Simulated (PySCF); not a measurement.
## Multinuclear NMR of C₈H₁₁FSi

Atoms are numbered as in `[F:1][C@@H:2]1[CH2:3][CH2:4][C@@H:5]1[C:6]1=[CH:7][CH:8]=[CH:9][SiH2:10]1`. Each H is labelled by its parent atom. Ha(C3), Ha(C4) are cis to F1 on the ring; Ha(Si10) is pro-R; Hb(Si10) is pro-S; Hb(C3), Hb(C4) are trans to F1 on the ring.

No relativistic terms, no solvent model, a single conformation. σ from GIAO-PBE0/pcSseg-1; structure optimised with GFN2-xTB; PySCF.

**Question.** Predict the $^{19}$F NMR data.

**Answer.** 
| atoms | environment | σ (ppm) | δ (ppm) |
| --- | --- | --- | --- |
| F1 | fluorine on an sp3 carbon | 364.3 | -168.1 |

Shieldings were converted by a linear fit to measured shifts: $^{19}$F: δ = 146.13 − 0.903σ +14.6 on sp3 carbon (rms 6.0 ppm, 223 shifts, 7.0 ppm with the 5 outliers that the fit left out vs CFCl3, solution or neat liquid). Occasional misses reach two or three times the rms, and more in compound classes unlike the fitted ones.

On a 400 MHz spectrometer $^{19}$F resonates near 376.4 MHz, so 1 ppm is 376.4 Hz.

**Question.** Predict the $^{29}$Si NMR data.

**Answer.** 
```tsv
atoms	environment	σ (ppm)	δ (ppm)
Si10	silicon bonded to 2 C, 2 H, in a 5-membered ring	397.8	-47.0
```

Shieldings were converted by a linear fit to measured shifts: $^{29}$Si: δ = 279.94 − 0.822σ (rms 8.9 ppm, 72 shifts, 25.8 ppm with the 6 outliers that the fit left out vs TMS, solution or neat liquid). Occasional misses reach two or three times the rms, and more in compound classes unlike the fitted ones.

On a 400 MHz spectrometer $^{29}$Si resonates near 79.5 MHz, so 1 ppm is 79.5 Hz.
